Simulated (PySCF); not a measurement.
# C4H10Si: core ionisation energies

Compound: C4H10Si.
SMILES with atom numbers: `[CH2:1]1[CH2:2][CH2:3][SiH2:4][CH2:5]1`

Computed with PySCF 2.14.0, delta-SCF UKS SCAN, pcX-2 on the ionised atom, pcseg-1 elsewhere, spin-free X2C. Binding energies are ΔSCF values: E(core-ionised, relaxed orbitals) − E(ground state) at a fixed geometry, referred to the vacuum level.

Problem. List the computed XPS lines with their assignment.

Solution. 
```
atom(s)                  environment     level  binding energy (eV)  2p1/2 (eV)  above the level's lowest (eV)  count
  C1/C2              ring CH2 carbon      C 1s               290.49           –                          +0.58      2
  C3/C5  sp3 carbon bound to silicon      C 1s               289.91           –                           0.00      2
    Si4                 SiH2 silicon  Si 2p3/2               106.15      106.77                           0.00      1
    Si4                 SiH2 silicon     Si 1s              1845.89           –                           0.00      1
```

The listed C 1s values span 0.58 eV, from C3/C5 (bonded to C, 2 H and Si) to C1/C2 (bonded to 2 C and 2 H).

Problem. Which photon energy gives electrons from Si 2p3/2 of Si4 a kinetic energy of 50 eV, and what is their de Broglie wavelength?

Solution. hν = 106.15 + 50 = 156.15 eV, recoil neglected; λ = 12.264 Å/√(E/eV) = 1.73 Å.

Atoms equivalent by their bonding share one computed value, that of the first of them. The 2p values aren't plain energy differences: one relaxed spin-free 2p hole is combined with a matrix within the shell (ground-state 2p orbital-energy differences and spin–orbit coupling). 2p3/2, the mean of its two sublevels, lies a third of the splitting below the shell's mean and 2p1/2 two thirds above it; the statistical areas are 2:1. 2p1/2 minus 2p3/2 (ligand field included): Si 0.62 eV. The structure is a single PBE0-D3(BJ)/def2-SVP conformer in the gas phase; no vibrational or solvent corrections.
